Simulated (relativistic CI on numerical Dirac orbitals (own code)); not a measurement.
**One change at a time: I**

Base calculation: Dirac-Coulomb-Breit CI, orbitals from a KLI potential per configuration, model QED, valence Slater integrals scaled by 0.85, P86 correlation energy added to each configuration.

CI space (outside the closed core [Kr] 4d10): 5s2 5p5, 5s2 5p4 6s, 5s2 5p4 6p, 5s2 5p4 5d, 5s2 5p4 7p, 5s 5p6, 5s2 5p4 7s, 5s2 5p4 6d, 5s2 5p4 4f, 5s2 5p4 8s, 5s2 5p4 8p, 5s2 5p4 7d, 5s2 5p4 5f, 5s2 5p4 5g, 5s2 5p4 8d, 5s2 5p3 5d2, 5s2 5p2 5d2 6s, 5s2 5p2 5d2 6p, 5s2 5p2 5d3, 5s2 5p2 5d2 7p, 5s2 5p2 5d2 7s. Double excitations out of closed p, d and f shells are left out; levels of such configurations are missing from the list, as are those of other unlisted configurations, and high levels can miss mixing partners. These lack a partner that the ground configuration has and come out too high: 5s2 5p4 6d, 5s2 5p4 4f, 5s2 5p4 8s, 5s2 5p4 8p, 5s2 5p4 7d.

Variants: (1) valence Slater integrals scaled by 0.75; (2) Slater integrals left unscaled; (3) QED terms removed; (4) Breit term removed. Shifts of the energy above 5s2 5p5 2P°_3/2, in cm⁻¹, for the lowest level and the first level of each name with at least 55 % of one term (blank where a level changes its place among those of its configuration and J or its character, or is not in the variant):

```tsv
Level	Base	Δ(1)	Δ(2)	Δ(3)	Δ(4)	Measured
5s2 5p5 2P°_3/2	0.0	0.0	0.0	0.0	0.0	0.0
5s2 5p5 2P°_1/2	7685.3	-7.2	+9.2	-12.4	+122.2	7603.1
5s2 5p4 6s 4P_5/2	55186.7	+533.6	-829.9	-34.0	+17.2	54633.5
5s2 5p4 6s 2P_3/2	56858.4	+323.0	-523.6	-32.5	+19.2	
5s2 5p4 6s 4P_1/2	61423.7	+372.8	-724.2	-39.5	+83.8	60896.2
5s2 5p4 6s 4P_3/2	62467.5	+582.4	-862.6	-45.1	+134.5	
5s2 5p4 6s 2P_1/2	64017.3	+319.9	-469.1	-42.0	+123.7	63186.8
5s2 5p4 6p 4P°_5/2	64309.3	+568.8	-889.9	-18.0	+15.5	
5s2 5p4 6p 4D°_7/2	65020.1	+484.0	-756.7	-17.9	+16.0	65670.0
5s2 5p4 6p 2D°_5/2	65105.5	+451.4	-705.3	-17.5	+13.1	
5s2 5p4 5d 4D_7/2	67425.1	+528.1	-797.6	-17.3	+33.3	
5s2 5p4 5d 4D_5/2	67535.9	+460.7	-736.0	-18.5	+32.9	
5s2 5p4 5d 4F_9/2	68744.3	+370.3	-558.6	-16.5	+28.3	
5s2 5p4 5d 2F_7/2	69829.6	+238.4	-356.9	-16.1	+26.5
```

For a near-neutral ion this model can misplace configurations by up to about 10,000 cm⁻¹ (more where the count of f electrons changes) and terms by 10 to 25 % of their spread. Rates follow the energies as ν³ (E1, M1) or ν⁵ (E2), so they and the lifetimes can be off by large factors. The fine structure of a lone outer electron comes out too small, for d and f at times inverted, and misplaced configurations move strength between like terms. 19 of the 33 excited levels that our extract of the measured tables holds in this range could be paired (the sources list more); they are missed by 563 cm⁻¹ on average and 1461 at most, and levels without a partner can miss by more.

Measured levels: NIST Handbook of Basic Atomic Spectroscopic Data (Sansonetti and Martin, J. Phys. Chem. Ref. Data 34, 1559 (2005)).

Ionisation energy from the two ground configurations alone: base 10.55 eV; valence Slater integrals scaled by 0.75 10.61 eV; Slater integrals left unscaled 10.47 eV; QED terms removed 10.55 eV. The NIST ASD value (measured) is 10.4512 eV.

LS names give the leading component of a level, which can be under half, so a name can repeat, a term be missing and a line seem to break the LS rules.
